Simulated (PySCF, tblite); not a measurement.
C₆H₇ClFNO.
Atom-mapped SMILES: `[CH2:1]=[C:2]=[C:3]([CH2:4][C@H:5]([F:6])[Cl:7])[C:8]([NH2:9])=[O:10]` (hydrogens: H11, H12 on C1; H13, H14 on C4; H15 on C5; H16, H17 on N9)

The geometry is computed with GFN2-xTB (gas phase).

Task: Give the optimised bond lengths and angles.

Result: 
```csv
bond,length (pm),order
C1=C2,129.3,double
C2=C3,130.5,double
C3–C4,151.0,single
C4–C5,152.1,single
C5–F6,136.3,single
C5–Cl7,178.3,single
C3–C8,149.6,single
C8–N9,135.2,single
C8=O10,121.3,double
"C1–H11, C1–H12",107.8,single
C4–H13,109.0,single
C4–H14,109.1,single
C5–H15,109.5,single
N9–H16,100.4,single
N9–H17,100.6,single
```

Bonds in one row agree within 1 pm and their mean is given. Orders are formal, as drawn. A selection of angles:
```csv
angle,degrees
C2–C1–H11,121.4
H11–C1–H12,116.5
C1–C2–C3,179.3
C2–C3–C4,122.4
C2–C3–C8,122.4
C4–C3–C8,115.2
C3–C4–C5,109.9
C3–C4–H13,110.5
C3–C4–H14,109.2
C5–C4–H13,109.5
C5–C4–H14,107.7
H13–C4–H14,110.0
C4–C5–F6,110.5
C4–C5–Cl7,110.4
C4–C5–H15,112.4
F6–C5–Cl7,107.7
F6–C5–H15,107.7
Cl7–C5–H15,108.0
C3–C8–N9,115.2
C3–C8–O10,122.1
N9–C8–O10,122.7
C8–N9–H16,121.5
C8–N9–H17,118.8
H16–N9–H17,119.6
```

Dihedral angles: C2–C3–C4–C5 108° (anticlinal); C3–C4–C5–F6 -62° (synclinal); C2–C3–C8–N9 4° (synperiplanar).

Of the pairs four or more bonds apart, C2···H16 is among the closest relative to their van der Waals radii: 2.42 Å, 83 % of the sum of Bondi's values. The 5 C–C bonds span 1.293 Å (C1=C2, drawn double) to 1.521 Å (C4–C5, drawn single), a spread of 0.228 Å. N9 (amide nitrogen) is planar (angles 121.5°, 119.6° and 118.8°, sum 359.9°, 0.02 Å off the plane of its three neighbours).

Point group: C1 (no symmetry element, even within 0.4 Å). Its GFN2-xTB frequencies are all real (lowest 35 cm⁻¹). One conformer, not necessarily the lowest (C2–C3–C4–C5 108°, C3–C4–C5–F6 -62°, C2–C3–C8–N9 4°, C3–C8–N9–H -2° and -178°).
